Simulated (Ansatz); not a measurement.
Basis-set extrapolation for `[SiH3]OBO[SiH3]` (PBE0-D4/def2-TZVP geometry, frozen core, Ansatz). Multiplicity 1, RHF reference.

```json
{"": "HF", "def2-TZVPP": "-756.642281", "def2-QZVPP": "-756.670166"}
{"": "MP2 correlation", "def2-TZVPP": "-0.814104", "def2-QZVPP": "-0.877475"}
{"": "CCSD(T) correlation", "def2-TZVPP": "-0.893915", "def2-QZVPP": "not run"}
```

Energies in hartree. Use E(X) = E(∞) + A·exp(−7.88·√X) for Hartree–Fock and E(X) = E(∞) + B·X^(−2.97) for correlation, with X = 3 and 4, and add CCSD(T) minus MP2 of the smaller set to the MP2 limit.

**Question.** What is the CCSD(T) energy at the basis-set limit?

**Answer.** HF limit: -756.670166 + (-0.027885) × 0.13774 = -756.67401. MP2 limit: -0.877475 + (-0.063371) × 0.74074 = -0.92442. Higher-order term: -0.893915 − (-0.814104) = -0.07981. Total: -757.67824 hartree, 89.1 kcal/mol below CCSD(T)/def2-TZVPP.
